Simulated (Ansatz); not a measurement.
A geometry relaxed with B3LYP-D3(BJ)/def2-TZVP (Ansatz, an electronic-structure program), charge 0, multiplicity 1:

```xyz
13

C      1.2398     0.3929    -1.6424
C      1.0629    -0.0040    -0.3870
H     -0.6169     0.4102     1.7476
C     -1.0962    -0.0508     0.8734
O     -1.7309     0.9302     0.0699
H     -1.8904    -0.7042     1.2362
H      1.7472     0.3526     0.3796
H     -0.5630    -1.3402    -0.7615
H     -1.0417     1.4347    -0.3808
H      0.5817     0.0597    -2.4370
C     -0.0643    -0.8675     0.0878
H      0.3168    -1.6614     0.7383
H      2.0548     1.0478    -1.9227
```

### Question
Write the SMILES of this molecule.

### Answer
`C=CCCO`
